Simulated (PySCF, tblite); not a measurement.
Compound: C6H7FO.
Bonds: C1–C2 (double), C2–C3, C3–C4, C4–C5, C5–F6, C5–C7 (double), C7–O8 (double). Hydrogens: H9, H10 on C1; H11 on C2; H12, H13 on C3; H14, H15 on C4.

Computed with GFN2-xTB (tblite), gas phase: Langevin dynamics at 300 K from the optimised GFN2-xTB geometry, time step 0.5 fs, friction 0.01 fs⁻¹, 2000 steps. Over the second half of the run the saved frames average 334 K.

Frame at 250 fs, instantaneous temperature 300 K:
```
atom  x, y, z in Å
C1     -2.036    1.127    0.439
C2     -1.337    0.665   -0.587
C3     -0.881   -0.747   -0.648
C4      0.604   -0.808   -0.772
C5      1.303   -0.512    0.534
F6      1.981   -1.616    1.157
C7      1.412    0.597    1.134
O8      1.477    1.597    1.743
H9     -2.243    2.166    0.444
H10    -2.380    0.488    1.240
H11    -1.043    1.285   -1.416
H12    -1.399   -1.251   -1.472
H13    -1.232   -1.276    0.229
H14     0.911   -0.114   -1.561
H15     0.963   -1.765   -1.088
```

Frame at 425 fs, instantaneous temperature 367 K:
```
atom  x, y, z in Å
C1     -1.843    1.300    0.423
C2     -0.932    0.742   -0.330
C3     -0.698   -0.703   -0.655
C4      0.786   -1.152   -0.629
C5      1.231   -1.117    0.789
F6      2.235   -1.893    1.193
C7      1.040    0.034    1.464
O8      0.711    0.971    2.131
H9     -1.852    2.373    0.522
H10    -2.599    0.783    1.008
H11    -0.088    1.334   -0.696
H12    -1.296   -0.792   -1.625
H13    -1.245   -1.361    0.074
H14     1.343   -0.422   -1.260
H15     0.929   -2.162   -1.048
```

Frame at 625 fs, instantaneous temperature 317 K:
```
atom  x, y, z in Å
C1     -1.622    2.136    0.231
C2     -1.062    1.226   -0.524
C3     -1.171   -0.285   -0.262
C4      0.190   -1.037   -0.477
C5      1.134   -0.781    0.687
F6      2.047   -1.825    0.847
C7      1.125    0.192    1.510
O8      1.015    1.040    2.252
H9     -1.635    3.201   -0.113
H10    -2.114    1.962    1.282
H11    -0.549    1.371   -1.417
H12    -1.923   -0.707   -0.909
H13    -1.622   -0.492    0.744
H14     0.621   -0.772   -1.413
H15     0.031   -2.165   -0.497
```

Frame at 800 fs, instantaneous temperature 344 K:
```
atom  x, y, z in Å
C1     -1.516    1.647    1.256
C2     -1.190    0.918    0.210
C3     -1.255   -0.584    0.217
C4     -0.048   -1.249   -0.323
C5      1.300   -0.808    0.233
F6      2.354   -1.619   -0.043
C7      1.242    0.003    1.270
O8      1.125    0.798    2.103
H9     -1.592    2.721    1.344
H10    -1.864    1.157    2.183
H11    -0.783    1.326   -0.697
H12    -2.184   -0.960   -0.251
H13    -1.363   -0.829    1.256
H14     0.193   -0.967   -1.361
H15    -0.138   -2.344   -0.203
```

Frame at 1000 fs, instantaneous temperature 307 K:
```
atom  x, y, z in Å
C1     -1.755    1.588    1.443
C2     -1.481    0.907    0.366
C3     -0.977   -0.527    0.364
C4      0.239   -0.985   -0.556
C5      1.528   -0.927    0.178
F6      2.514   -1.707   -0.418
C7      1.835   -0.029    1.062
O8      2.063    0.525    2.132
H9     -2.220    2.520    1.396
H10    -1.635    1.162    2.432
H11    -1.671    1.368   -0.595
H12    -1.866   -1.136   -0.018
H13    -0.800   -0.739    1.384
H14     0.124   -0.393   -1.462
H15     0.147   -2.030   -0.874
```

Question: What do single points at PBE0/pcSseg-1 (PySCF, gas phase) give on these frames?

Answer: 
```tsv
t (fs)	GFN2-xTB E above start (eV)	DFT E above lowest frame (eV)	HOMO (eV)	LUMO (eV)	dipole (D)
250	0.29	0.00	-6.83	-2.11	2.49
425	0.61	0.37	-6.48	-2.01	1.80
625	0.58	0.28	-6.58	-1.86	2.08
800	0.50	0.27	-6.47	-1.77	1.77
1000	0.65	0.39	-6.91	-2.41	2.57
```

Both levels order the frames alike by energy; measured from each level's lowest frame they differ by 0.06 eV at most. The HOMO–LUMO gap runs from 4.47 to 4.72 eV. These are instantaneous structures, not minima.

Question: And the isotropic GIAO shieldings (ppm) from the same runs?

Answer: 
```tsv
atom	250 fs	425 fs	625 fs	800 fs	1000 fs	mean	range
C1	58.5	64.9	58.9	56.7	66.0	61.0	9.3
C2	36.5	41.4	46.7	48.0	43.1	43.1	11.5
C3	150.2	147.6	146.9	156.0	148.4	149.8	9.1
C4	157.5	159.6	153.4	162.4	156.6	157.9	9.0
C5	41.5	61.0	51.8	71.6	38.7	52.9	32.9
F6	495.2	483.1	484.0	481.8	459.3	480.7	35.9
C7	-67.6	-92.5	-54.6	-51.5	-101.0	-73.4	49.5
O8	-264.7	-315.2	-233.4	-210.3	-381.4	-281.0	171.1
H9	26.6	26.6	25.7	26.0	27.0	26.4	1.3
H10	25.7	26.0	24.7	26.2	26.5	25.8	1.8
H11	25.9	26.2	26.4	26.3	25.7	26.1	0.7
H12	29.0	27.6	29.2	28.5	27.7	28.4	1.6
H13	29.6	28.4	29.1	30.2	30.5	29.6	2.1
H14	28.7	28.0	28.9	27.5	28.3	28.3	1.4
H15	29.5	28.9	28.0	28.9	28.9	28.8	1.5
```

What follows is the cost of the whole dynamics run. Time: 10 s of wall time; peak memory 0.24 GiB. Hardware: an Arm Neoverse V1 with one thread, shared host with 32 logical CPUs at a one-minute load of 13.
